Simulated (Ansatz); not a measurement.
Ansatz (a program for electronic structure) input (PBE0/def2-TZVPD):

Ansatz 0.2 input:
```yaml
crystal:
  periodic: [false, false, false]
  atoms:
    - {symbol: Zn, position_ang: [-0.00000000, -0.00000000, -1.53611285]}
    - {symbol: I, position_ang: [0.00000000, 0.00000000, 0.86949784]}
basis:
  gaussian:
    orbitals: def2-TZVPD
hamiltonian:
  xc: {name: PBE0}
total_charge: 1
output: {forces: true}
```

End of the output:

```
integrals: 0.06 GiB planned
950 factors; integrals over basis functions are off by at most 5.9e-4 eV
mean field: 0.44 GiB planned
mean field evaluation 1: about -56501.6736 eV, gradient 4.4e1 eV
mean field evaluation 2: about -56466.2231 eV, gradient 1.1e2 eV
mean field evaluation 4: about -56506.6207 eV, gradient 7.6e0 eV
mean field evaluation 8: about -56506.8387 eV, gradient 4.3e-1 eV
mean field evaluation 16: about -56506.8392 eV, gradient 1.9e-4 eV
mean field -56506.83921744 eV, -2076.5880395298 hartree, gradient 1.7e-5 eV, S^2 0.000000; 0 other end points of the search recorded, 0 dependent functions left out
the calculation of the forces begins
reference -56506.83924285 eV, -2076.5880404636 hartree; 27, 27 occupied and 83, 83 virtual orbitals, 950 factors
Total energy: -56506.83924285 eV, -2076.5880404636 hartree
Atom 0 at    -0.000000    -0.000000    -1.536113 Å, force     0.000000    -0.000000     0.294594 eV/Å
Atom 1 at     0.000000     0.000000     0.869498 Å, force    -0.000000     0.000000    -0.294594 eV/Å
Dipole moment:    -0.000000     0.000000    -1.342351 e Å
```
